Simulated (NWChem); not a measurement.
# SeF2; SMILES F[Se]F

Program: NWChem. Geometry: optimised at PBE0-D3(BJ)/def2-TZVP. Ions are spin-unrestricted doublets at the neutral geometry; other ion states weren't tried. Functional: LC-ωPBE (HJS hole) with def2-SVP; rows give the range parameter ω in 1/bohr.

```
range parameter (1/bohr)  vertical ionisation energy, ΔSCF (eV)  −ε(HOMO) (eV)  ΔSCF minus −ε(HOMO) (eV)
------------------------  -------------------------------------  -------------  ------------------------
0.05                                                       9.50           6.18                      3.32
0.25                                                       9.73           8.65                      1.08
0.35                                                       9.93           9.44                      0.49
0.40                                                 (withheld)     (withheld)                (withheld)
0.80                                                      10.52          11.02                     -0.50
```

Q: Complete the blanks.

A: 
- 0.40, vertical ionisation energy, ΔSCF (eV): 10.02
- 0.40, −ε(HOMO) (eV): 9.75
- 0.40, ΔSCF minus −ε(HOMO) (eV): 0.27
